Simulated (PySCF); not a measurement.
Si(H)(F)(Br)(Vi), SMILES C=C[SiH](F)Br at its PBE0/def2-SVP optimised geometry (Å):

```
9

Si    -0.5838    -0.7058     0.0000
F      1.0388    -0.7058     0.0000
Br    -1.2833    -1.6265     1.8917
C     -1.1423    -1.7103    -1.4471
C     -0.2646    -2.2536    -2.2990
H     -1.0388     0.7058     0.0000
H     -2.2167    -1.8667    -1.6062
H      0.8151    -2.1230    -2.1689
H     -0.5851    -2.8526    -3.1584
```

Level of theory: PBE0/def2-TZVP in PySCF 2.14.0. Cells within 0.4 Å of a nucleus heavier than hydrogen are left out (blank, or x).

Map of the Laplacian of the electron density (e/bohr⁵), clipped to [-1.50, 1.50] on the plane z = 0.0 Å:

```
|555555555555555555555555555|
|555555555555555555555555555|
|555555555555555555555555555|
|555555555555555555555555555|
|555555555555555555555555555|
|555555555555555555555555555|
|555555555555555555555555555|
|555555555555555555555555555|
|555555555555555555555555555|
|555555555555555555555555555|
|555555554025555555555555555|
|555555554024555555555555555|
|555555554334555555555555555|
|555555554456555677755555555|
|555555555899965774875555555|
|5555555559xxx966xxx86555555|
|5555555559xxx965xxx96555555|
|55555555599x97574x785555555|
|555555555579655688765555555|
|555555555555555555555555555|
|555555555555555555555555555|
|555555555555555555555555555|
|555555555555555555555555555|
|555555555555555555555555555|
|555555555555555555555555555|
|555555555555555555555555555|
|555555555555555555555555555|
```
Scale: ten equal steps from -1.50 (start of '0') to 1.50 (end of '9'), in the order '0123456789'; x runs from -3.50 to 3.50, y from -3.50 (bottom) to 3.50 (top).
